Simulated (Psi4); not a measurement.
C$_{2}$H$_{6}$NO, charge +1, singlet, geometry from GFN2-xTB. Base run: B3LYP/6-31G** run with Psi4.

Input for Psi4:
```
memory 2 GB

molecule {
1 1
  O     0.41974200    1.33598813    0.18594172
  C    -0.05433820    0.28311540    0.03863750
  N     1.00959146   -0.91424379   -0.16218644
  C    -1.41945678   -0.23474152    0.00307779
  H     0.77324402   -1.74122776    0.39821567
  H    -2.11338732    0.59558687   -0.12576523
  H    -1.57243450   -0.96617115   -0.78766538
  H    -1.65640409   -0.71484187    0.95515845
  H     1.93981953   -0.56467732    0.10965851
  H     1.04685615   -1.18711072   -1.15212253
}

set basis 6-31g**

energy('b3lyp')
print_variables()
```

Each row names what was changed in the base input (with any setting that the change needs).

```json
[
 {"change": "base", "ΔE vs base (µEh)": "0.0", "SCF cycles": "9", "grid points": "213640", "basis functions": "90"},
 {"change": "damping_percentage = 50", "ΔE vs base (µEh)": "3.5", "SCF cycles": "55", "grid points": "213640", "basis functions": "90"},
 {"change": "e_convergence = 1e-4", "ΔE vs base (µEh)": "0.0", "SCF cycles": "9", "grid points": "213640", "basis functions": "90"},
 {"change": "basis_guess = sto-3g", "ΔE vs base (µEh)": "0.0", "SCF cycles": "8", "grid points": "213640", "basis functions": "90"},
 {"change": "puream = false", "ΔE vs base (µEh)": "0.0", "SCF cycles": "9", "grid points": "213640", "basis functions": "90"},
 {"change": "guess = gwh", "ΔE vs base (µEh)": "0.0", "SCF cycles": "12", "grid points": "213640", "basis functions": "90"},
 {"change": "scf_type = out_of_core", "ΔE vs base (µEh)": "-9.3", "SCF cycles": "9", "grid points": "213640", "basis functions": "90"},
 {"change": "cholesky_tolerance = 1e-6 (with scf_type cd)", "ΔE vs base (µEh)": "-10.1", "SCF cycles": "9", "grid points": "213640", "basis functions": "90"},
 {"change": "df_basis_scf = cc-pvqz-jkfit", "ΔE vs base (µEh)": "-12.4", "SCF cycles": "9", "grid points": "213640", "basis functions": "90"},
 {"change": "level_shift = 1.0", "ΔE vs base (µEh)": "0.0", "SCF cycles": "9", "grid points": "213640", "basis functions": "90"},
 {"change": "cholesky_tolerance = 1e-3 (with scf_type cd)", "ΔE vs base (µEh)": "-988", "SCF cycles": "9", "grid points": "213640", "basis functions": "90"},
 {"change": "soscf = true", "ΔE vs base (µEh)": "0.0", "SCF cycles": "6", "grid points": "213640", "basis functions": "90"},
 {"change": "guess = huckel", "ΔE vs base (µEh)": "0.0", "SCF cycles": "10", "grid points": "213640", "basis functions": "90"}
]
```
